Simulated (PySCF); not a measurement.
PySCF job for C2H9FOSi2, SMILES C[Si](C)(F)O[SiH3], KT2/pcSseg-1. The structure is a stationary point at ωB97X-D3(BJ)/def2-SVP. The values are those of a single conformer.

```python
import numpy as np
from pyscf import gto, scf, dft
from pyscf.prop.nmr import rks as nmr

mol = gto.M(
    atom='''
    C    -1.66819807   -1.61276612   -0.70156226
    Si   -0.74609046   -0.08696431   -0.19288698
    C    -1.58208420    0.91687229    1.12900293
    F    -0.57286144    0.87961018   -1.50130320
    O     0.77905805   -0.51372738    0.28613093
    Si    2.25754204    0.19832701    0.54665046
    H    -2.67773988   -1.36261231   -1.06415505
    H    -1.13109275   -2.13759027   -1.50688974
    H    -1.76879362   -2.30473178    0.14972195
    H    -0.99541227    1.81985169    1.36175916
    H    -1.68923850    0.33027312    2.05550258
    H    -2.58595071    1.23705532    0.80750552
    H     3.04211843    0.24760232   -0.71803328
    H     2.07519904    1.58750569    1.06346211
    H     2.99557060   -0.60774121    1.55647548
    ''',
    basis='pcSseg-1',
    charge=0,
    spin=0,
    max_memory=1600,
    verbose=3,
)
mf = dft.RKS(mol, xc='kt2').density_fit(auxbasis='def2-universal-jkfit')
mf.grids.level = 3
mf.conv_tol = 1e-10
mf.max_cycle = 100
mf.kernel()
n = nmr.NMR(mf)
n.verbose = 2
n.max_cycle_cphf = 60
sigma = n.kernel()
print('atom   isotropic/ppm   span/ppm')
for i, s in enumerate(sigma):
    w = np.linalg.eigvalsh((s + s.T) / 2)
    print(f'{mol.atom_symbol(i):2s}{i + 1:3d} {w.mean():14.3f} {w[2] - w[0]:11.3f}')
```

Output:

```
converged SCF energy = -844.600474257098
atom   isotropic/ppm   span/ppm
C   1        184.166      16.963
Si  2        347.742      74.614
C   3        185.129      16.149
F   4        304.505     107.887
O   5        273.301     105.867
Si  6        398.790     129.531
H   7         31.083      10.644
H   8         30.816      11.006
H   9         31.063       9.970
H  10         30.752      10.641
H  11         31.219       9.804
H  12         31.086      10.673
H  13         26.000       8.706
H  14         25.958       8.167
H  15         26.203       8.445
```

The calculation finished and met its thresholds.

Cost: roughly 90 core-seconds.
